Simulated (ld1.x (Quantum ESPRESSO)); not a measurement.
# What one change does to a pseudopotential (Zn (Z = 30), RRKJ)

| Quantity | Value |
| --- | --- |
| Element | Zn (Z = 30) |
| Generator | ld1.x (Quantum ESPRESSO) 7.5 |
| Type | norm-conserving RRKJ (Kleinman–Bylander form) |
| Functional | BP86 |
| Relativity | scalar-relativistic |
| Frozen core | [Ar] |
| Valence charge | 12 |
| Reference configuration | 3d10 4s2 4p0 |
| Partial waves | 4p (bound, empty): rc 2.75 bohr; 3d (bound): rc 0.75 bohr; 4s (bound): rc 2.25 bohr |
| Local potential | the s channel |
| Core correction | none |
| rho0 | 0.005 |

Change: all radii scaled by about 0.73 (s 1.64, p 2.00, d 0.54 bohr).

Cutoffs: the cutoffs (Ry, on a coarse ladder) from which the occupation-weighted sum of valence levels, in a spherical-Bessel basis at the reference potential, stays within 10 and 1 mRy of its value at 400 Ry; they do not see the model core or the augmentation charge, which bear on the density cutoff. Errors are all-electron minus pseudo energies relative to the spin-unpolarised reference configuration.

Question: What does the change do?

Answer: Of the 7 tests that both files solve, the error grows in 1 and shrinks in 3 by more than 15 % and 0.3 meV (median size 37.1 → 38.3 meV); neither file shows a bound ghost.

| quantity | base | changed |
| --- | --- | --- |
| cutoffs, loose and tight | 300 Ry, over 300 Ry | not determined |
| bound ghosts | none | none |
| error for 3d10 4s1 4p0, meV [ΔE 10.09 eV] | -5.5 | -6.7 |
| error for 3d10 4s0 4p0, meV [ΔE 28.61 eV] | -37 | -38 |
| error for 3d9 4s0 4p0, meV [ΔE 69.22 eV] | -386 | -323 |
| error for 3d8 4s0 4p0, meV [ΔE 131.09 eV] | -2150 | -2011 |
| error for 3d10 4s0 4p1, meV [ΔE 16.46 eV] | -17 | -11 |
| error for 3d10 4s0 4p2, meV [ΔE 10.63 eV] | -12 | -5.7 |
| error for 3d9 4s2 4p1, meV [ΔE 12.26 eV] | -452 | -473 |
